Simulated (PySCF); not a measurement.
# Dipole moment and polarisability of `C/C=C(\C)C(N)=O`

C₅H₉NO.
Cartesian coordinates in Å at the GFN2-xTB level; atoms count from 1:
```
atom  x, y, z in Å
C1     1.7635   -1.2667   -0.3187
C2     0.3654   -0.9078    0.0608
C3    -0.1208    0.3299    0.1442
C4     0.6850    1.5731   -0.0927
C5    -1.5316    0.5799    0.5677
N6    -2.4363   -0.3520    0.1710
O7    -1.8619    1.5451    1.2254
H8     2.3375   -1.5231    0.5728
H9     1.7595   -2.1402   -0.9688
H10    2.2638   -0.4493   -0.8288
H11   -0.2622   -1.7510    0.3208
H12    1.6711    1.4997    0.3591
H13    0.8051    1.7543   -1.1608
H14    0.1586    2.4178    0.3451
H15   -3.4018   -0.2106    0.4170
H16   -2.2025   -1.0903   -0.4664
```

Level: CAM-B3LYP/def2-SVPD (PySCF), static field, nuclei fixed, core orbitals frozen in the response. The polarisability tensor in these axes (au):

```
x   81.08 -7.34 -5.39
y   -7.34 82.19  6.60
z   -5.39  6.60 55.87
```

Q: What are the eigenvalues, a third of the trace, and Δα (Δα² = ½Σ(αi − αj)² over the three pairs)?

A: Principal values 53.80, 74.29 and 91.06 au; mean 73.05 au = 10.82 Å³ = 12.04 × 10⁻⁴⁰ C²·m²/J; Δα = 32.31 au (44 % of the mean).

Q: What is the dipole moment, and where does it point?

A: (0.81, -3.29, -2.28) D, 4.08 D in size, pointing from the negative to the positive side. Measured along this direction, the outermost atoms are O7 at the negative end and H9 at the positive end.

Q: What would n − 1 = 2πNα be for an ideal gas of these molecules at 500 K and 1 atm, electronic part alone?

A: N = p/kT = 1.4678 × 10¹⁹ cm⁻³, so n − 1 = 2π × N × 10.82 × 10⁻²⁴ cm³ = 998 × 10⁻⁶ at long wavelengths, for an ideal gas.

Q: What are the principal values of the traceless quadrupole moment, Θ = ½Σq(3rr − r²1), about the centre of nuclear charge?

A: -10.84, -0.69, 11.53 D·Å. The values depend on the origin, since the dipole doesn't vanish. The electronic extent ⟨r²⟩ about the same centre is 881 bohr², a root-mean-square distance of 2.14 Å for the 54 electrons.

Q: How large is μ²/3kT at 273 K beside α?

A: In Gaussian units μ²/3kT = 147.52 Å³ against 10.82 Å³, a ratio of 13.63; the Debye molar polarisation (4π/3)N_A(α + μ²/3kT) is 399.4 cm³/mol, leaving out the vibrational part.

Q: Form Σ f/ω² (atomic units) for the 8 lowest TDDFT singlets, given as eV and f, and set it beside the mean polarisability, which is this sum over all singlets: 5.14, 0.0048; 6.20, 0.2615; 6.59, 0.1279; 6.86, 0.0016; 7.23, 0.0183; 7.43, 0.0216; 7.64, 0.0051; 7.71, 0.0236.

A: They add up to 8.28 au, 11.3 % of the 73.05 au; the largest single term is 5.04 au, from the state at 6.20 eV. Terms in order: 0.14, 5.04, 2.18, 0.02, 0.26, 0.29, 0.06, 0.29 au. Higher excitations give the rest. The strengths listed sum to 0.464.

Isolated species at its GFN2-xTB geometry (one conformer only).

The run behind these numbers computed excited states as well. On one thread, Arm Neoverse N1 (shared host), this took 80 s.
